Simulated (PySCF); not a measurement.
B(Cl)(OH)(SiH3) (BClH₄OSi), SMILES OB([SiH3])Cl.

Geometry optimised at B3LYP-D3(BJ)/def2-SVP. Other conformers were not sampled.

The numbers are results of B3LYP-D3(BJ)/def2-SVP (PySCF), not measurements.

Frequencies are harmonic and unscaled.

Estimate the vibrational spectrum. (The exact figures need the calculation; the answer reports its results.)


```csv
mode,ν (cm⁻¹),IR (km/mol),Raman (Å⁴/amu),depolarisation,moving atoms (share of kinetic energy)
1,67,0.1,0.0,–,H 94 %
2,161,0.5,0.4,0.64,"Cl 34 %, Si 21 %, O 19 %, H 17 %, B 10 %"
3,319,16.7,2.8,0.62,"O 42 %, Si 31 %, H 13 %, Cl 12 %"
4,324,0.6,2.5,0.75,"H 49 %, B 45 %"
5,479,22.2,10.7,0.12,"Cl 33 %, O 25 %, Si 18 %, H 12 %, B 11 %"
6,578,29.2,8.1,0.74,"H 74 %, Si 14 %"
7,622,37.7,2.2,0.75,"H 58 %, B 32 %, Si 10 %"
8,651,120.2,2.3,0.75,"H 78 %, O 13 %, B 9 %"
9,809,192.4,8.5,0.52,"B 52 %, H 36 %, Cl 9 %"
10,909,102.4,6.5,0.75,"H 84 %, Si 11 %"
11,945,37.7,22.9,0.75,H 97 %
12,948,40.8,27.1,0.75,H 97 %
13,1109,246.4,2.0,0.58,"H 57 %, B 28 %, O 13 %"
14,1381,189.2,0.7,0.64,"B 66 %, O 31 %"
15,2209,48.7,204.6,0.04,H 98 %
16,2210,99.7,97.7,0.75,H 96 %
17,2221,113.7,128.4,0.44,H 96 %
18,3778,63.8,199.7,0.32,H 94 %
```
